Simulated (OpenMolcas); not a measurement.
Ru²⁺: the spin-orbit constant, worked from levels

| Property | Result |
| --- | --- |
| Program | OpenMolcas 26.06 |
| Basis | ANO-RCC-VDZP [6s5p3d1f] |
| Scalar Hamiltonian | DKH3, point nucleus |
| Active space | 6 electrons in 5 orbitals (4d) |
| State averaging | 2S+1 = 5 even, 5 roots; 2S+1 = 3 even, 45 roots (35 in the spin-orbit step); 2S+1 = 1 even, 50 roots (22 in the spin-orbit step) |
| Spin-orbit coupling | RASSI with atomic mean-field integrals over the reference wave functions, term energies averaged over their components |

Methods: CASSCF; SS-CASPT2, IPEA 0.25 Eh, imaginary shift 0.1 Eh (closed shells correlated: 4s 4p). Measured levels: Moore, Atomic Energy Levels, vol. III, NSRDS-NBS 35 (1971 reprint of NBS Circular 467, 1958).

**The spin-orbit constant.** For the Hund term ⁵D of d6, E(J) = (A/2) J(J+1) + constant and ζ = -2S·A = -4A. From J = 0 to J = 4 the energy changes by 10 A.

```csv
Source,E(4) - E(0),A,ζ
CASSCF,-2663.8,-266.4,1066
SS-CASPT2,-2638.5,-263.9,1055
measured,-2476.0,-247.6,990
```

All in cm-1. SS-CASPT2 is off by +6.6 % and CASSCF by +7.6 %. Both methods take the spin-orbit matrix elements from the reference wave functions, so the second can move ζ only through the term energies and any multistate remixing. Second-order mixing with other terms is absorbed into this ζ.

CASPT2 breaks the degeneracy within a term, and the mean is taken; among the terms shown or strongly mixed into the levels shown the widest spread is 16 cm-1 (4d⁶ ⁵D, SS-CASPT2). Some high roots are left out of the spin-orbit mixing, which shifts the levels that they would mix with. Levels of configurations with an s electron are missing; early in the row they begin among the upper levels of the d shell and mix with terms of their name. Without dynamic correlation excited terms often stand tens of per cent too high (terms of higher spin than the ground term too low), and those without a measured partner can miss by more than the paired ones (holds for CASSCF). Measured partners are found by configuration, term and J. A level has none where our copy of the source lacks it or the pairing is in doubt (some pairs that miss far off the trend of their configuration count as doubtful), and it then counts in no deviation. Only configurations of the active space appear.
